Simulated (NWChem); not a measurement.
Program: NWChem. System: C2H5O2, charge 1, spin multiplicity 3, at the geometry of a parent with another charge or spin, in a state set for the comparison that need not be this species' ground state. Its SCF solution wasn't tested for a lower state. Level: UB3LYP/def2-TZVP, VWN1-RPA local correlation.

Job file:

```
start mol
memory heap 200 mb stack 900 mb global 1100 mb
charge 1
geometry units angstroms nocenter noautoz noautosym
  O      1.401808     0.020059     0.744034
  C      0.821893    -0.343343    -0.407877
  C     -0.721034    -0.436078    -0.193206
  O     -1.333921     0.769954     0.094818
  H      0.983527     0.385365    -1.236279
  H      1.126683    -1.356889    -0.753579
  H     -0.906966    -1.111906     0.654504
  H     -1.116922    -0.919654    -1.108728
  H     -1.234571     1.359500    -0.660242
end
basis spherical
  * library def2-tzvp
end
dft
  xc b3lyp
  odft
  mult 3
  semidirect memsize 60000000 filesize 0
  iterations 100
end
task dft energy
```

Part of the output:

```
             Northwest Computational Chemistry Package (NWChem) 7.3.0
             --------------------------------------------------------

                                NWChem Input Module
                                -------------------

 Scaling coordinates for geometry "geometry" by  1.889725989
 (inverse scale =  0.529177249)

                             Geometry "geometry" -> ""
                             -------------------------

 Output coordinates in angstroms (scale by  1.889725989 to convert to a.u.)

  No.       Tag          Charge          X              Y              Z
 ---- ---------------- ---------- -------------- -------------- --------------
    1 O                    8.0000     1.40180800     0.02005900     0.74403400
    2 C                    6.0000     0.82189300    -0.34334300    -0.40787700
    3 C                    6.0000    -0.72103400    -0.43607800    -0.19320600
    4 O                    8.0000    -1.33392100     0.76995400     0.09481800
    5 H                    1.0000     0.98352700     0.38536500    -1.23627900
    6 H                    1.0000     1.12668300    -1.35688900    -0.75357900
    7 H                    1.0000    -0.90696600    -1.11190600     0.65450400
    8 H                    1.0000    -1.11692200    -0.91965400    -1.10872800
    9 H                    1.0000    -1.23457100     1.35950000    -0.66024200

 Effective nuclear repulsion energy (a.u.)     124.2486380924

            Nuclear Dipole moment (a.u.)
            ----------------------------
        X                 Y               Z
 ---------------- ---------------- ----------------
     0.0000018897    -0.0000113384    -0.0000113384


 Summary of "ao basis" -> "" (spherical)
 ------------------------------------------------------------------------------
       Tag                 Description            Shells   Functions and Types
 ---------------- ------------------------------  ------  ---------------------
 *                         def2-tzvp                  on all atoms

                                 NWChem DFT Module
                                 -----------------

 Summary of "ao basis" -> "ao basis" (spherical)
 ------------------------------------------------------------------------------
       Tag                 Description            Shells   Functions and Types
 ---------------- ------------------------------  ------  ---------------------
 O                         def2-tzvp                11       31   5s3p2d1f
 C                         def2-tzvp                11       31   5s3p2d1f
 H                         def2-tzvp                 4        6   3s1p

 Summary of "ao basis" -> "ao basis" (spherical)
 ------------------------------------------------------------------------------
       Tag                 Description            Shells   Functions and Types
 ---------------- ------------------------------  ------  ---------------------
 O                         def2-tzvp                11       31   5s3p2d1f
 C                         def2-tzvp                11       31   5s3p2d1f
 H                         def2-tzvp                 4        6   3s1p

            General Information
            -------------------
          SCF calculation type: DFT
          Wavefunction type:  spin polarized.
          No. of atoms     :     9
          No. of electrons :    32
           Alpha electrons :    17
            Beta electrons :    15
          Charge           :     1
          Spin multiplicity:     3
[...]
              MO Center=  1.3D+00, -8.5D-02,  4.0D-01, r^2= 1.4D+00
   Bfn.  Coefficient  Atom+Function         Bfn.  Coefficient  Atom+Function
  ----- ------------  ---------------      ----- ------------  ---------------
     7      0.421897  1 O  py                10      0.356183  1 O  py
    13      0.283041  1 O  py               132      0.163364  6 H  s
   126     -0.155875  5 H  s                127     -0.151255  5 H  s
   133      0.139186  6 H  s                  8     -0.102128  1 O  pz
    38     -0.097034  2 C  py               131      0.086822  6 H  s

 Vector   18  Occ=0.000000D+00  E=-1.812523D-01
              MO Center= -5.9D-01,  7.7D-01, -1.0D+00, r^2= 4.3D+00
   Bfn.  Coefficient  Atom+Function         Bfn.  Coefficient  Atom+Function
  ----- ------------  ---------------      ----- ------------  ---------------
   127     -0.961679  5 H  s                151     -0.957032  9 H  s
    67      0.949509  3 C  s                 36      0.804664  2 C  s
   145     -0.688568  8 H  s                 98      0.664549  4 O  s
   133     -0.585862  6 H  s                139     -0.487184  7 H  s
    45     -0.469605  2 C  pz                75     -0.450780  3 C  py

   alpha - beta orbital overlaps
   -----------------------------

   alpha      1      2      3      4      5      6      7      8      9     10
    beta      1      2      3      4      6      5      7      8      9     10
 overlap   1.000  1.000  1.000  1.000  0.779  0.784  0.992  0.991  0.749  0.712

   alpha     11     12     13     14     15     16     17     18     19     20
    beta     11     12     13     15     17     14     16     18     19     21
 overlap   0.938  0.958  0.827  0.715  0.868  0.776  0.941  0.998  0.997  0.855

   alpha     21     22     23     24     25     26     27     28     29     30
    beta     20     22     23     24     25     26     27     28     29     30
 overlap   0.861  0.974  0.959  0.978  0.996  0.998  0.966  0.967  0.977  0.796

   alpha     31     32     33     34     35     36     37     38     39     40
    beta     31     32     33     35     34     36     37     38     39     40
 overlap   0.797  0.994  0.998  0.696  0.730  0.944  0.931  0.932  0.939  0.914

   alpha     41     42     43     44     45     46     47     48     49     50
    beta     41     42     43     44     45     46     47     48     49     50
 overlap   0.951  0.795  0.811  0.996  0.999  0.998  0.996  0.996  0.998  0.996

   alpha     51     52     53     54     55     56     57     58     59     60
    beta     51     52     53     54     55     56     57     58     59     60
 overlap   0.997  0.998  0.998  0.997  0.997  0.999  0.997  0.970  0.982  0.950

   alpha     61     62     63     64     65     66     67     68     69     70
    beta     61     62     63     64     65     66     67     68     69     70
 overlap   0.952  0.954  0.979  0.719  0.722  0.952  0.951  0.997  0.991  0.991

   alpha     71     72     73     74     75     76     77     78     79     80
    beta     71     72     73     74     75     76     77     78     79     80
 overlap   0.991  0.989  0.996  0.997  0.994  0.993  0.999  0.999  0.875  0.869

   alpha     81     82     83     84     85     86     87     88     89     90
    beta     81     82     83     84     85     86     87     88     89     90
 overlap   0.987  0.989  0.992  0.992  0.988  0.989  0.987  0.987  0.993  0.995

   alpha     91     92     93     94     95     96     97     98     99    100
    beta     91     92     93     95     94     96     97     98     99    100
 overlap   0.993  0.997  0.981  0.672  0.755  0.900  0.975  0.973  0.964  0.817

   alpha    101    102    103    104    105    106    107    108    109    110
    beta    101    102    103    104    105    106    107    108    109    110
 overlap   0.817  0.996  0.994  0.999  0.998  0.999  0.999  0.997  0.999  0.996

   alpha    111    112    113    114    115    116    117    118    119    120
    beta    111    112    113    114    115    116    117    118    119    120
 overlap   0.997  0.999  0.998  1.000  1.000  1.000  1.000  0.999  1.000  0.999

   alpha    121    122    123    124    125    126    127    128    129    130
    beta    121    122    123    124    125    126    127    128    129    131
 overlap   0.999  0.999  0.999  0.998  0.999  0.999  1.000  1.000  0.997  0.922

   alpha    131    132    133    134    135    136    137    138    139    140
    beta    130    132    133    134    135    136    137    138    139    141
 overlap   0.713  0.777  0.995  0.963  0.828  0.787  0.965  0.882  0.883  0.939

   alpha    141    142    143    144    145    146    147    148    149    150
    beta    142    140    143    144    145    146    147    148    149    150
 overlap   0.971  0.958  0.993  0.946  0.946  0.973  0.973  0.998  0.999  1.000

   alpha    151    152    153    154
    beta    151    152    153    154
 overlap   1.000  1.000  0.999  0.999

     --------------------------
     Expectation value of S2:
     --------------------------
      <S2> =      2.0095 (Exact =     2.0000)

 center of mass
 --------------
 x =   0.03526601 y =   0.05036951 z =   0.09523885

 moments of inertia (a.u.)
 ------------------
         123.624935809121          58.637555877995         -41.571613649933
          58.637555877995         341.400755779989         -14.126862006676
         -41.571613649933         -14.126862006676         354.249215288910

     Multipole analysis of the density
     ---------------------------------

     L   x y z        total         alpha         beta         nuclear
     -   - - -        -----         -----         ----         -------
     0   0 0 0      1.000000    -17.000000    -15.000000     33.000000

     1   1 0 0      0.164054     -1.320351      1.484403      0.000002
     1   0 1 0     -0.424135     -0.181286     -0.242837     -0.000011
     1   0 0 1     -1.334120     -1.219702     -0.114406     -0.000011

     2   2 0 0    -13.183250    -89.750327    -76.841145    153.408222
     2   1 1 0     -1.118469     15.330176     14.229011    -30.677656
     2   1 0 1      0.524058    -11.618722     -7.681887     19.824666
     2   0 2 0    -11.963796    -29.873559    -26.779020     44.688783
     2   0 1 1     -1.095311     -4.472408     -3.727938      7.105035
     2   0 0 2    -13.930430    -26.913879    -22.415118     35.398566

 Task  times  cpu:       47.1s     wall:       47.1s

 Total times  cpu:       47.1s     wall:       47.1s
```
